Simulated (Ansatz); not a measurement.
C₂H₇InSi, SMILES `C=[C]([SiH3])[InH2]`, relaxed with RKS PBE0-D4/def2-TZVP in Ansatz 0.2.0 from a GFN2-xTB geometry. The force threshold is 0.005 eV/Å; the program also tests the step.

The species carries charge 0 and has multiplicity 1. In takes the def2 core potential.

Start:

```xyz
11

C     1.450   -0.644   -0.409
C     0.254   -0.163   -0.107
Si   -1.408   -0.864   -0.652
In    0.330    1.653    1.170
H     2.366   -0.172   -0.052
H     1.593   -1.528   -1.021
H    -2.071    0.146   -1.491
H    -2.202   -1.130    0.558
H    -1.205   -2.103   -1.411
H     1.933    2.229    1.629
H    -1.040    2.576    1.787
```

```tsv
step	energy (eV)	largest force (eV/Å)	largest move (Å)
1	-15232.8777	1.246	0.000
2	-15232.9675	0.404	0.194
3	-15232.9793	0.302	0.080
4	-15232.9859	0.091	0.069
5 (rejected)	-15232.9778	0.319	0.055
6	-15232.9876	0.013	0.027
7	-15232.9878	0.003	0.017
8	-15232.9878	0.005	0.013
9 (rejected)	-15232.9869	0.144	0.013
10	-15232.9878	0.001	0.006
11	-15232.9878	0.002	0.006
```

End:

```xyz
11

C     1.426   -0.641   -0.383
C     0.256   -0.084   -0.048
Si   -1.345   -0.824   -0.622
In    0.341    1.686    1.175
H     2.388   -0.237   -0.067
H     1.489   -1.540   -0.999
H    -2.113    0.167   -1.427
H    -2.194   -1.191    0.546
H    -1.109   -2.041   -1.450
H     1.941    2.195    1.583
H    -1.080    2.510    1.693
```

It took 34 s on 4 threads of an Arm Neoverse V2 on a shared host, with 0.53 GiB of host memory at the peak.
